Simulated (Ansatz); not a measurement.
Ansatz (a program for electronic structure) input (PBE0/def2-QZVPP):
A basis named .json is the Basis Set Exchange file of that set.

Ansatz 0.2 input:
```yaml
crystal:
  periodic: [false, false, false]
  atoms:
    - {symbol: Si, position_ang: [-2.63828382, 0.04699637, 0.10432209]}
    - {symbol: C, position_ang: [-0.81692023, 0.88343557, 0.12265921]}
    - {symbol: Si, position_ang: [0.38070048, -0.48521840, 0.00897674]}
    - {symbol: Cl, position_ang: [2.47103952, 0.13331093, -0.12376563]}
    - {symbol: H, position_ang: [-2.52436866, -0.52790957, -1.31643930]}
    - {symbol: H, position_ang: [-2.21972977, -1.27947857, 0.77221832]}
    - {symbol: H, position_ang: [-0.73880655, 1.56994613, -0.72284904]}
    - {symbol: H, position_ang: [-0.67623540, 1.46030563, 1.03906026]}
    - {symbol: H, position_ang: [0.24365921, -1.31466912, -1.20548785]}
    - {symbol: H, position_ang: [0.41549753, -1.33998556, 1.21537434]}
basis:
  gaussian:
    orbitals: def2-QZVPP.json
hamiltonian:
  xc: {name: PBE0}
total_charge: -1
```

Output:

```
Functional definition: PBE0
integrals: 0.70 GiB planned
1675 factors; their error is unknown
0.63 GiB of the device are held for the grids
3.14 GiB of device memory are held for the factors and their scratch space
mean field: 4.06 GiB planned
mean field evaluation 1: about -29400.7393 eV, gradient 4.0e1 eV
mean field evaluation 2: about -29396.8721 eV, gradient 5.3e1 eV
mean field evaluation 4: about -29404.7609 eV, gradient 1.7e0 eV
mean field evaluation 8: about -29404.7708 eV, gradient 3.1e-2 eV
mean field evaluation 16: about -29404.7945 eV, gradient 2.8e-5 eV
mean field -29404.79454732 eV, -1080.6062683284 hartree, gradient 2.8e-5 eV, S^2 0.000000; 0 other end points of the search recorded, 0 dependent functions left out
reference -29404.79458485 eV, -1080.6062697076 hartree; 29, 29 occupied and 418, 418 virtual orbitals, 1675 factors
Total energy: -29404.79458485 eV, -1080.6062697076 hartree
```

It need not be the lowest isomer of its formula. Whether it binds its extra electron was not tested at this geometry.
